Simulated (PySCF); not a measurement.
C₆H₇FS, SMILES Fc1sc(CC)cc1, singlet at its GFN2-xTB optimised geometry (Å):

```
15

C     -2.2640    -2.0443    -1.3935
C     -1.5771    -1.9158    -0.0326
C     -0.6481    -0.7511     0.0000
C      0.7094    -0.7511     0.0000
C      1.2841     0.5433     0.0000
C      0.3289     1.5010    -0.0039
F      0.5224     2.8220    -0.0060
S     -1.2818     0.8705    -0.0055
H     -2.9278    -2.9049    -1.4005
H     -2.8483    -1.1520    -1.6060
H     -1.5238    -2.1686    -2.1805
H     -2.3383    -1.8013     0.7428
H     -1.0063    -2.8220     0.1794
H      1.2968    -1.6515     0.0041
H      2.3383     0.7475     0.0031
```

Calculation: PBE0/def2-TZVP in PySCF. Cells within 0.4 Å of a nucleus heavier than hydrogen are left out (blank, or x).

Map of the electron localisation function on the plane z = 0.0 Å:

```
|00000000000000000000000000000|
|00000000000000000000000000000|
|00000000000000000000000000000|
|00000000000001232210000000000|
|00000000000024676531000000000|
|00000000000026888863000000000|
|000000000000168xx873000000000|
|000000022200037xx851000000000|
|00000035664212587300000000000|
|000002578875662x2310257400000|
|00000378981189xxx744899940000|
|0000037891xx38529858999970000|
|0000026881xx15347xx8999980000|
|00000036741163025xx7999960000|
|00000001357984238975688720000|
|000000000257x474x873111100000|
|000000000252xx9xxx52000000000|
|000000023488x284x787200000000|
|00000025647984458999820000000|
|000000367xx662039999960000000|
|000000256xx762008999960000000|
|00000002459997003999820000000|
|00000000269999300376200000000|
|00000000059999600000000000000|
|00000000038999600000000000000|
|00000000005898200000000000000|
|00000000000221000000000000000|
|00000000000000000000000000000|
|00000000000000000000000000000|
```
Scale: ten equal steps from 0.000 (start of '0') to 1.000 (end of '9'), in the order '0123456789'; x runs from -5.00 to 5.00, y from -5.00 (bottom) to 5.00 (top).
